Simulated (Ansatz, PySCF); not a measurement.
Molecule: sum formula AlOF, net charge 1, doublet state. 
Structure (B3LYP-D3(BJ)/def2-TZVP (Ansatz, a program for electronic structure) minimum search):
```xyz
3

Al     0.0000     0.0000    -0.0237
O      0.0000     0.0000    -1.7289
F      0.0000     0.0000     1.5710
```
Charge +1, spin multiplicity 2.

Total electronic energies in hartree. Correlated levels leave the core frozen unless marked. Open shells are spin-unrestricted. Spin-orbit coupling is left out. Non-relativistic unless marked X2C. CBS marks a two-point X^-3 extrapolation of the correlation energy; Hartree-Fock from the larger set.

```csv
level,program,energy (Eh)
HF/cc-pV(D+d)Z,Ansatz,-415.95452
HF-D3(BJ)/def2-TZVPD,PySCF + dftd3,-416.05629
PBE/def2-TZVPD,Ansatz,-416.95086
PBE-D4/def2-TZVPD,Ansatz + dftd4,-416.95201
BLYP/def2-TZVPD,Ansatz,…
revPBE/def2-TZVPD,Ansatz,-417.15031
r2SCAN/def2-TZVPD,Ansatz,-417.15890
PBE0/def2-SVP,Ansatz,-416.65760
TPSSh-D3(BJ)/def2-TZVPD,PySCF + dftd3,…
PW6B95-D4/def2-TZVPD,PySCF + dftd4,-417.67317
PW6B95/def2-TZVPD,PySCF,-417.67201
MN15/def2-TZVPD,PySCF,-417.01797
HSE06-D4/def2-TZVPD,Ansatz + dftd4,-416.95741
B2PLYP/def2-TZVPD,Ansatz,-417.05357
RPA@PBE/cc-pV(T+d)Z,Ansatz,-416.76874
MP2/aug-cc-pV(T+d)Z,Ansatz,-416.54119
"RI-MP2/CBS(cc-pV(T+d)Z,cc-pV(Q+d)Z)",Ansatz,-416.6193
SCS-MP2/cc-pV(D+d)Z,Ansatz,-416.31683
CCSD/6-31G*,Ansatz,-416.29999
CCSD/cc-pV(T+d)Z,Ansatz,-416.53570
CCSD(T)/cc-pV(D+d)Z,Ansatz,-416.34806
X2C-CCSD(T)/cc-pVTZ-DK,Ansatz,-417.12006
"CCSD(T)/CBS(cc-pV(T+d)Z,cc-pV(Q+d)Z)",Ansatz,-416.6425
```

Question: Complete the blanks.

Answer: 
- BLYP/def2-TZVPD, energy (Eh): -417.26093
- TPSSh-D3(BJ)/def2-TZVPD, energy (Eh): -417.26877
